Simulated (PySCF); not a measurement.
Electronic structure of S (sulfur, neutral) at the UHF level

Configuration: [Ne] 3s2 3p4, high-spin 3P determinant. Computed with PySCF 2.14 in x2c-SVPall, with the spin-free X2C one-electron Hamiltonian (Gaussian nucleus).

- Total energy: -398.434835 hartree
- One-electron energy: -550.8048 hartree
- Hartree (Coulomb) energy: 177.5163 hartree
- Exchange energy: -25.1463 hartree
- ⟨S²⟩: 2.0063
- ⟨L²⟩: 2.019
- Sum of ⟨r⟩: 15.35 bohr
- Sum of ⟨r²⟩: 28.28 bohr²
- Traceless quadrupole moment −½Σ⟨3z² − r²⟩ along its main axis: -2.05 e·bohr²
- Langevin diamagnetic susceptibility: -22.4 ×10⁻⁶ cm³/mol
- Time after the integrals: 0.08 s of wall time on 1 thread of Neoverse-N1 (shared host)

```json
{"shell": "1s α", "electrons": "1", "mean orbital energy (hartree)": "-92.24748", "spread (hartree)": "0", "rms radius, mean of both spins (bohr)": "0.112"}
{"shell": "1s β", "electrons": "1", "mean orbital energy (hartree)": "-92.23019", "spread (hartree)": "0", "rms radius, mean of both spins (bohr)": "0.112"}
{"shell": "2s α", "electrons": "1", "mean orbital energy (hartree)": "-9.04758", "spread (hartree)": "0", "rms radius, mean of both spins (bohr)": "0.517"}
{"shell": "2s β", "electrons": "1", "mean orbital energy (hartree)": "-9.02943", "spread (hartree)": "0", "rms radius, mean of both spins (bohr)": "0.517"}
{"shell": "2p α", "electrons": "3", "mean orbital energy (hartree)": "-6.68881", "spread (hartree)": "0.02152", "rms radius, mean of both spins (bohr)": "0.491"}
{"shell": "2p β", "electrons": "3", "mean orbital energy (hartree)": "-6.65652", "spread (hartree)": "0.01352", "rms radius, mean of both spins (bohr)": "0.491"}
{"shell": "3s α", "electrons": "1", "mean orbital energy (hartree)": "-0.98109", "spread (hartree)": "0", "rms radius, mean of both spins (bohr)": "1.86"}
{"shell": "3s β", "electrons": "1", "mean orbital energy (hartree)": "-0.76701", "spread (hartree)": "0", "rms radius, mean of both spins (bohr)": "1.86"}
{"shell": "3p α", "electrons": "3", "mean orbital energy (hartree)": "-0.45300", "spread (hartree)": "0.06706", "rms radius, mean of both spins (bohr)": "2.20"}
{"shell": "3p β", "electrons": "1", "mean orbital energy (hartree)": "-0.36709", "spread (hartree)": "0", "rms radius, mean of both spins (bohr)": "2.20"}
```

Densities and radii are taken from the X2C orbitals without a picture-change correction, which distorts them close to the nucleus.
